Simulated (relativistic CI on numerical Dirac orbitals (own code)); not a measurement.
# Nb⁺: sensitivity of the levels to the model

Base calculation: Dirac-Coulomb-Breit CI, separate exchange-only KLI orbitals for each configuration, model QED (radiative potential, 1s self-energy scaled to tabulated hydrogen-like ionisation energies), valence Slater integrals scaled by 0.85, P86 correlation energy added to each configuration.

Configuration list (outside the closed core [Kr]): 4d⁴, 4d³5s, 4d³5p, 4d²5s5p, 4d²5s², 4d³4f, 4d³6s, 4d³5d, 4d³6p, 4d³6d, 4d²5s6s, 4d²5p², 4d³5f, 4d³5g, 4d²4f², 4d³6f. Levels of other configurations are missing.

Variants: (1) Slater integrals left unscaled; (2) self-excluded LDA correlation estimate; (3) Breit term removed; (4) only the first 3 configurations. Shifts of the energy above 4d⁴ ⁵D0, in cm⁻¹, for the lowest level and the first level of each name with at least 55 % of one term (blank where a level changes its place among those of its configuration and J or its character, or is not in the variant):

```
    Level    Base     Δ(1)    Δ(2)   Δ(3)    Δ(4)  Measured
  4d⁴ ⁵D0     0.0      0.0     0.0    0.0     0.0       0.0
  4d⁴ ⁵D1   122.2     -1.8    -0.2  +10.0    +0.9     159.0
  4d⁴ ⁵D2   347.9     -1.8    -0.3  +27.3    +4.5     438.4
  4d⁴ ⁵D3   655.4     +3.3     0.0  +49.2   +11.9     801.3
  4d⁴ ⁵D4  1027.8    +14.7    +0.5  +74.2   +23.6    1224.8
4d³5s ⁵F1  3807.9   +215.8  +570.4  -95.2  -604.6    2356.8
4d³5s ⁵F2  4050.4   +214.2  +570.4  -79.8  -604.2    2629.1
4d³5s ⁵F3  4408.5   +212.8  +570.4  -57.0  -604.2    3029.6
4d³5s ⁵F4  4872.0   +213.4  +570.4  -27.9  -604.6    3542.6
4d³5s ⁵F5  5425.8   +219.0  +570.2   +6.0  -605.0    4146.0
  4d⁴ ³P0  6551.0   +942.7  +156.3  -29.6  +585.9    5562.2
  4d⁴ ³P1  7095.6   +939.6  +162.4   +1.9  +584.3    6192.3
  4d⁴ ³P2  8064.8   +948.8  +171.0  +54.7  +600.4    7261.3
  4d⁴ ³F2  8715.6  +1185.2  +214.9   -4.6  +309.2
```

For a near-neutral ion this model can misplace configurations by up to about 10,000 cm⁻¹ (more where the count of f electrons changes) and terms by 10 to 25 % of their spread. Rates follow the energies as ν³ (E1, M1) or ν⁵ (E2), so they and the lifetimes can be off by large factors. The fine structure of a lone outer electron comes out too small, for d and f at times inverted, and misplaced configurations move strength between like terms. 30 of the 33 excited levels that our extract of the measured tables holds in this range could be paired (the sources list more); they are missed by 666 cm⁻¹ on average and 2041 at most, and levels without a partner can miss by more.

Measured levels: NIST Handbook of Basic Atomic Spectroscopic Data (Sansonetti and Martin, J. Phys. Chem. Ref. Data 34, 1559 (2005)).

Ionisation energy from the two ground configurations alone: base 13.97 eV; Slater integrals left unscaled 14.06 eV; self-excluded LDA correlation estimate 14.19 eV; Breit term removed 13.96 eV. The NIST ASD value (semi-empirical) is 14.32 eV. The gap of more than 2 % comes from missing correlation, or from a tabulated value that is itself an estimate.

LS names give the leading component of a level, which can be under half, so a name can repeat, a term be missing and a line seem to break the LS rules.
